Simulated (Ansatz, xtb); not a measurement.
# Ranking isomers of C5H7F3O

3 gas-phase structures of C5H7F3O, from a drawn sample of its isomers (lower ones may exist). Each was relaxed with GFN2-xTB; where two conformers were screened, the lower at r2SCAN-D4/def2-SVP is listed:

A. `C/C(O)=C(\C)C(F)(F)F`, a singlet
B. `C/C(O)=C(/C)C(F)(F)F`, a singlet
C. `CC(=O)[C@@H](C)C(F)(F)F`, a singlet

Question: Which do you expect lowest at r2SCAN-D4/def2-SVP, and how would the others follow?

Answer: Calculated order at r2SCAN-D4/def2-SVP: C (0.0), A (10.4), B (11.3) kcal/mol. Less than 1 kcal/mol parts A and B, so the order within that pair means little.

Energies above the lowest of each column, in kcal/mol; the last columns are at B3LYP/def2-SVP geometries:

```
structure  GFN2-xTB  HF/STO-3G  r2SCAN-D4/def2-SVP  B3LYP/def2-SVP  CCSD(T)/def2-SVP + ΔMP2/def2-TZVPP
        C       0.0        0.0                 0.0             0.0                                 0.0
        A       2.4       15.0                10.4             9.6                                10.0
        B       3.5       16.2                11.3            12.0                                11.1
```

Every level run on C puts it lowest or level with the lowest. Flexible structures stand in one conformer each, not always the lowest. The ΔMP2 step shifts differences by up to 3.8 kcal/mol, which makes them less sure. ΔMP2 is the change of the MP2 energy from the smaller to the larger basis.

Programs: Ansatz 0.2.0, xtb 6.7.1.
